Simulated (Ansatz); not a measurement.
Reaction (atomization): `N[SiH2]OCO` → C• + 7 H• + N• + 2 O• + Si•

Gas-phase electronic energies from Ansatz, PBE0-D4/def2-TZVP geometries. CBS: MP2 limit from def2 TZ/QZ plus the TZ coupled-cluster correction, frozen cores. This one scheme is used for every species, atoms too. Functionals use def2-TZVPP. B3LYP here is the variant with VWN-RPA as its local correlation; programs differ in this. No spin–orbit coupling; open shells (•) take unrestricted orbitals. Spin–orbit coupling would lower the free atoms: a little for C, O, Si. Each species was taken in one conformer, which may not be the lowest.

CCSD(T)/CBS gives +1052.3 kcal/mol.

(1) Another level gave +1037.8 kcal/mol. Which?
A. B3LYP-D4/def2-TZVPP
B. CCSD/def2-TZVPP
C. PBE0/def2-TZVPP
D. PBE-D4/def2-TZVPP

Largest T1 diagnostic among the species: 0.012.

## Answers

(1) C. PBE0 1037.8, B3LYP-D4 1048.8, PBE-D4 1065.1, CCSD/def2-TZVPP 1004.7 kcal/mol.

The D4 term adds +8.0 kcal/mol with B3LYP and +4.2 kcal/mol with PBE0; it sums over pairs of atoms, weighted by their polarisabilities, and B3LYP, whose exchange is more repulsive, gets the larger term. In def2-TZVPP, CCSD(T) changes the Hartree–Fock value by +287.2 kcal/mol (the triples alone add +15.4 kcal/mol) and MP2 by +304.8 kcal/mol; breaking electron pairs costs correlation energy, which Hartree–Fock lacks.

For atomizations the MP2-based limit and the directly extrapolated one differ by several kJ/mol either way, and by 10 to 25 for some Ge, Se and Sn compounds, so smaller differences from it don't rank the levels.
